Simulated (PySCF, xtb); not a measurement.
F2GeH3N, SMILES [NH2][GeH]([F])[F].

xtb 6.7.1 with GFN2-xTB at its own geometry gives an orbital gap of 7.34 eV and a dipole moment of 4.77 D.

Geometry: ωB97X-D3(BJ)/def2-SVP. A frequency run showed that this geometry is not a minimum. One conformer was computed; it need not be the lowest.

Question: What does CAM-B3LYP/def2-TZVPD (PySCF) give? (The exact figures need the calculation; the answer reports its results.)

Answer: gap 10.16 eV (levels -9.75 and 0.41 eV), dipole 3.62 D.
